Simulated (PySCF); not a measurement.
C7H6Cl2 (charge +1 and doublet state).
Z-matrix (Å and degrees, GFN2-xTB geometry), rows numbered from 1:
```
Cl
C   1  1.8062
Cl  2  1.7618  1  111.93
C   2  1.5105  1   97.80  3   122.17
C   4  1.4033  2  120.75  1   -83.86
C   5  1.3788  4  119.61  2  -173.68
C   6  1.3951  5  119.66  4    -4.69
C   7  1.3962  6  120.69  5     4.63
C   8  1.3797  7  119.88  6    -4.89
H   2  1.0927  1  108.44  3  -120.24
H   5  1.0790  4  120.09  2     4.18
H   6  1.0794  5  119.86  4   177.57
H   7  1.0819  6  119.62  5  -171.32
H   8  1.0798  7  120.41  6   176.74
H   9  1.0791  4  120.61  2    -3.63
```

The hyperfine couplings belong to this conformer and change with its torsions.

As a line formula: `ClC(Cl)[C+]1[CH]C=CC=C1` [radical] (charge +1).

Computed, not measured: UKS B3LYP, pcH-1 on C Cl H, non-relativistic, mean-field spin-orbit, GIAO in PySCF 2.14.0. The structure is a single GFN2-xTB conformer in the gas phase; no vibrational or solvent corrections. The geometry wasn't refined by DFT: couplings that depend on bond lengths, twists or pyramidal angles can differ widely from those at the functional's own minimum, by a factor of two or more for some ions and for spin on atoms past the first row. The SCF solution wasn't tested for stability.

(1) Break the g tensor into its mass correction, gauge correction and orbital-Zeeman/spin–orbit terms.

(2) At 9.656 GHz, how far is the centre of the isotropic spectrum from where a free electron (g = 2.002319) resonates?

(3) How much does each term add to the isotropic shift?

(4) What effective moment and Curie constant follow for a powder?

(5) In a frozen sample, at which fields do the three g values resonate at 9.5, 34, 94 and 263 GHz (hyperfine left aside), and which band first spreads them over more than twice a line width of 0.3 mT?

Answers

(1) 
| Δg (ppt) | 1 | 2 | 3 |
| --- | --- | --- | --- |
| relativistic mass correction | -0.19 | -0.19 | -0.19 |
| gauge correction | 0.04 | 0.03 | 0.01 |
| orbital Zeeman/spin–orbit | -0.76 | 0.08 | 6.89 |
| total | -0.91 | -0.08 | 6.71 |

So g = 2.00141, 2.00224, 2.00903 and g_iso = 2.00423; the tensor is close to axial: the two nearest values differ by 11 % of g3 − g1. 

(2) B = hν/(g μB) with μB/h = 13.99624 MHz/mT gives 344.55 mT for the free electron and 344.22 mT at g_iso, 0.33 mT lower.

(3) The orbital-Zeeman/spin–orbit term 2.07, the mass correction -0.19 and the gauge correction 0.03 ppt, for a total of 1.91 ppt. The orbital-Zeeman/spin–orbit term is the largest in size. The mass correction is the same along every axis, so the anisotropy comes from the other two: their spans along these axes are 0.03 (gauge) and 7.64 ppt (orbital Zeeman/spin–orbit).

(4) With the mean of g² = 4.0169 and S(S+1) = 0.75: μ_eff = √(⟨g²⟩S(S+1)) = 1.736 μB and χT = 0.12505·⟨g²⟩·S(S+1) = 0.377 cm³ K/mol (cgs; spin-Hamiltonian part alone).

(5) 
```json
{"band": "X", "GHz": "9.5", "B(g3) mT": "337.85", "B(g2) mT": "339.00", "B(g1) mT": "339.14", "spread mT": "1.29"}
{"band": "Q", "GHz": "34.0", "B(g3) mT": "1209.15", "B(g2) mT": "1213.25", "B(g1) mT": "1213.75", "spread mT": "4.60"}
{"band": "W", "GHz": "94.0", "B(g3) mT": "3342.95", "B(g2) mT": "3354.28", "B(g1) mT": "3355.67", "spread mT": "12.72"}
{"band": "J", "GHz": "263.0", "B(g3) mT": "9353.16", "B(g2) mT": "9384.86", "B(g1) mT": "9388.75", "spread mT": "35.59"}
```

The spread grows in proportion to the frequency. X band is the first where it exceeds 0.6 mT.

Largest spin populations (Mulliken): C7 (+0.38), C4 (+0.34), Cl1 (+0.22) and C5 (+0.11). Three atoms exceed +0.15.

The HOMO–LUMO gaps are 6.00 eV among the α and 1.93 eV among the β orbitals.

The SMILES draws the unpaired electron on C5; the largest computed Mulliken spin population is on C7 (0.38 against 0.11).
